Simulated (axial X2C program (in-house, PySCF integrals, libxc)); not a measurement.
**Worked dissociation energy of PdC⁺: r2SCAN, without spin–orbit coupling**

Computed with an in-house relativistic program for diatomic molecules. Spin-free means the one-electron spin-free X2C Hamiltonian. Basis: Pd dyall-cv3z [12s12p8d5f3g], C dyall-v3z [7s6p2d1f] (cores contracted in-house); Gaussian nuclei, density fitting, unrestricted open shells. Masses: Pd 105.903 u, C 12.000 u.

Molecular state: M_S = 1/2, Λ = 0 (beyond evenly filled blocks: σα).

```
E(Pd+) (2M_S = 1, M_L = 0) : -5045.030931 hartree
E(C) (2M_S = 2, M_L = 0)   : -37.850010 hartree
E(PdC⁺) at Re              : -5083.036640 hartree
ωe                         : 909.3 cm⁻¹
ωexe                       : 4.76 cm⁻¹
```

Problem. Work out De and D0.

Solution. De = -5045.030931 + (-37.850010) − (-5083.036640) = 0.15570 hartree = 4.237 eV. The zero-point energy is ωe/2 − ωexe/4 = 453 cm⁻¹ = 0.056 eV, so D0 = 4.181 eV.

Occupations by symmetry block were frozen at the best pattern of an incomplete PBE0 search. Dissociation energies refer to the lowest single-determinant-based atoms at the same level and basis. Other states lie close and PBE0, whose exact exchange favours high spin, may order them wrongly; the determinant shown need not be the ground state. The nearest other spin-free determinant of the search, M_S = 1/2, Λ = 1, lies 0.32 eV up at the distance of the search.

Each atomic determinant is the lowest at this level and need not be a pure term. Totals compare only within one Hamiltonian and basis.
